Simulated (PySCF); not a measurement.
CH₃N₂S, SMILES [NH]C(N)=S (connectivity only; charge and spin as stated), charge -1, multiplicity 1.

Geometry: r2SCAN-D4/def2-SVPD. The multiplicity is an assumed one; other spin states were not compared. The isomer is the one that the SMILES or the coordinates give; other isomers of the formula were not compared. Other conformers were not sampled.

Computed with r2SCAN-D4/def2-SVPD run with PySCF.

Frequencies are harmonic and unscaled.

Computed harmonic wavenumbers and intensities:
```json
[
 {"mode": "1", "ν (cm⁻¹)": "379", "IR (km/mol)": "9.6", "moving atoms (share of kinetic energy)": "H 49 %, N 28 %, S 15 %, C 8 %"},
 {"mode": "2", "ν (cm⁻¹)": "425", "IR (km/mol)": "18.6", "moving atoms (share of kinetic energy)": "H 56 %, N 29 %, S 9 %"},
 {"mode": "3", "ν (cm⁻¹)": "482", "IR (km/mol)": "7.4", "moving atoms (share of kinetic energy)": "N 44 %, S 31 %, H 23 %"},
 {"mode": "4", "ν (cm⁻¹)": "539", "IR (km/mol)": "167.6", "moving atoms (share of kinetic energy)": "H 65 %, C 23 %, N 10 %"},
 {"mode": "5", "ν (cm⁻¹)": "681", "IR (km/mol)": "77.6", "moving atoms (share of kinetic energy)": "C 55 %, N 26 %, H 17 %"},
 {"mode": "6", "ν (cm⁻¹)": "706", "IR (km/mol)": "46.3", "moving atoms (share of kinetic energy)": "N 35 %, C 26 %, S 22 %, H 17 %"},
 {"mode": "7", "ν (cm⁻¹)": "795", "IR (km/mol)": "35.9", "moving atoms (share of kinetic energy)": "H 90 %, N 9 %"},
 {"mode": "8", "ν (cm⁻¹)": "1060", "IR (km/mol)": "82.8", "moving atoms (share of kinetic energy)": "H 40 %, N 33 %, C 27 %"},
 {"mode": "9", "ν (cm⁻¹)": "1142", "IR (km/mol)": "76.1", "moving atoms (share of kinetic energy)": "H 73 %, N 26 %"},
 {"mode": "10", "ν (cm⁻¹)": "1330", "IR (km/mol)": "185.7", "moving atoms (share of kinetic energy)": "H 53 %, C 34 %, N 13 %"},
 {"mode": "11", "ν (cm⁻¹)": "1548", "IR (km/mol)": "149.2", "moving atoms (share of kinetic energy)": "H 62 %, C 20 %, N 18 %"},
 {"mode": "12", "ν (cm⁻¹)": "1591", "IR (km/mol)": "267.4", "moving atoms (share of kinetic energy)": "C 45 %, H 28 %, N 27 %"},
 {"mode": "13", "ν (cm⁻¹)": "3517", "IR (km/mol)": "9.2", "moving atoms (share of kinetic energy)": "H 96 %"},
 {"mode": "14", "ν (cm⁻¹)": "3524", "IR (km/mol)": "4.0", "moving atoms (share of kinetic energy)": "H 94 %"},
 {"mode": "15", "ν (cm⁻¹)": "3664", "IR (km/mol)": "7.6", "moving atoms (share of kinetic energy)": "H 91 %, N 9 %"}
]
```
